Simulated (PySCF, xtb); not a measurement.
F4Zr, SMILES [F][Zr+]([F])([F])[F] (connectivity only; charge and spin as stated), charge +1, multiplicity 2.

Harmonic wavenumbers (cm⁻¹) from GFN2-xTB in xtb at its own minimum, in rising order: 114, 115, 115, 123, 123, 466, 466, 466, 473.

### Question
What does PySCF 2.14.0 with PBE-D3(BJ)/def2-SVP give at its own minimum? (An estimate is asked for; the answer gives what the named calculation found.)

### Answer
65, 113, 125, 163, 260, 400, 577, 740, 762. Paired by order, the mean absolute difference is 109 cm⁻¹ and the zero-point energies are 3.5 and 4.6 kcal/mol.
